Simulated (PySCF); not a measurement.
## Dipole response of P²⁺ (phosphorus, charge +2)

[Ne] 3s2 3p1, 2P determinant. Calculation: PySCF 2.14, in ANO-RCC-VTZP (5s4p2d1f, 34 functions); scalar relativity by spin-free X2C-1e. Coupled (time-dependent) response in atomic units; α is the mean over directions. The basis has no added diffuse functions, which lowers α and C₆.

```tsv
method	mean α (bohr³)	α xx, yy, zz	C₆ (like pair)	S(−4)
UHF	9.515	9.740, 9.067, 9.740	34.68	39.17
PBE	9.151	9.299, 8.853, 9.299	32.71	35.30
PBE0	9.204	9.400, 8.812, 9.400	33.01	35.82
BHandHLYP	9.188	9.367, 8.830, 9.367	32.94	35.57
```

S(−4) is the Cauchy moment in α(ω) = α(0) + S(−4) ω² + …

α(iu) at BHandHLYP:

```tsv
u (hartree)	α(iu) (bohr³)
0	9.188
0.0500	9.100
0.100	8.846
0.200	7.967
0.300	6.847
0.500	4.750
0.750	2.998
1.00	1.994
1.50	1.039
2.00	0.6347
3.00	0.3129
5.00	0.1289
```

A single London oscillator, α(iu) = α/(1 + u²/ω²), gives C₆ = (3/4) ω α². Matching the computed C₆ needs ω = 4 × 32.94 / (3 × 9.188²) = 0.520 hartree.

For an ion, C₆ is the dispersion term alone; charge-induced terms of lower order in 1/R come first.

The components differ because the open shell of this determinant is not spherical; for a pure term their mean is the scalar polarisability.
